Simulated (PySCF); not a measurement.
These are PySCF 2.14.0 with PBE-D3(BJ)/def2-TZVP values and carry that method's errors. All species are isolated molecules in the gas phase. Excitations are Tamm–Dancoff values on a coarser integration grid. The basis has no diffuse functions, so Rydberg states are missing or too high.

Reference species (SMILES): `O=C1CC1` (neutral, multiplicity 1).

```
Item                      Value
----------------------  -------
S1 oscillator strength    0.000
S1 excitation (TDA)     3.61 eV
```

Changed species: `C=C1CO1`.

### Question
Give the shifts of the S1 oscillator strength and S1 excitation (TDA).

### Answer
the S1 oscillator strength hardly moves; the S1 excitation (TDA) increases by 2.40 eV, to 6.01 eV.
